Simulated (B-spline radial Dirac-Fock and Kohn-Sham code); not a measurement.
ΔSCF core binding energies without Breit or QED terms, calculated with a B-spline atomic structure program.

A sound run for magnesium as Mg⁷⁺, [He] 2s2 2p1: The ground state converged in 8 iterations, with total energy -172.04758 Ha, virial ratio 1.99634 and highest orbital energy -266.39 eV. ΔSCF binding energies: K (1s) 1581.6 eV. Holes are computed only in closed shells, and unreliable hole states are left out.

A second run, with one unsound setting: The ground state had not converged after 79 iterations, with total energy -172.04663 Ha, virial ratio 1.99527 and highest orbital energy -266.43 eV. ΔSCF binding energies: K (1s) 1581.6 eV (not all states converged, so these are not final). Holes are computed only in closed shells, and unreliable hole states are left out.

```
iter   energy (Ha)        error
   1     -170.86620850  1.23e+00
   2     -172.04556418  1.84e-02
   3     -172.04558386  1.83e-02
   4     -172.04560334  1.83e-02
   5     -172.04562264  1.82e-02
   6     -172.04564174  1.81e-02
   7     -172.04566066  1.80e-02
   8     -172.04567939  1.79e-02
   9     -172.04569793  1.78e-02
  17     -172.04583990  1.71e-02
  25     -172.04597110  1.64e-02
  33     -172.04609235  1.58e-02
  41     -172.04620441  1.51e-02
  49     -172.04630798  1.45e-02
  57     -172.04640371  1.39e-02
  65     -172.04649219  1.34e-02
  73     -172.04657397  1.29e-02
  79     -172.04663123  1.25e-02
```

Q: Which fault fits the second run best?
A. nuclear radius in wrong units
B. box too small
C. mesh too coarse
D. damping too heavy

A: D. The input had damp = 0.995; ndamp = 100: damp is so close to 1 that the orbitals hardly move in each step.
